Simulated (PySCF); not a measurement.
```xyz
6

B      1.6639     0.0090     0.0800
B      0.1683     0.0010    -0.0367
N     -1.1863    -0.0064    -0.1423
H      2.8313     0.0154     0.1711
H     -1.7567    -0.8018     0.1019
H     -1.7206     0.7828    -0.4726
```

Charge 0, multiplicity 1.

**Question.** Give the Mulliken and meta-Löwdin atomic charges from PySCF with TPSSh-D3(BJ)/def2-TZVP // CAM-B3LYP-D3(BJ)/def2-TZVP.

**Answer.** 
| atom | Mulliken (e) | meta-Löwdin (e) |
|---|---|---|
| B1 | -0.08 | -0.13 |
| B2 | -0.14 | -0.07 |
| N3 | -0.40 | -0.36 |
| H4 | 0.09 | 0.05 |
| H5 | 0.27 | 0.26 |
| H6 | 0.27 | 0.26 |
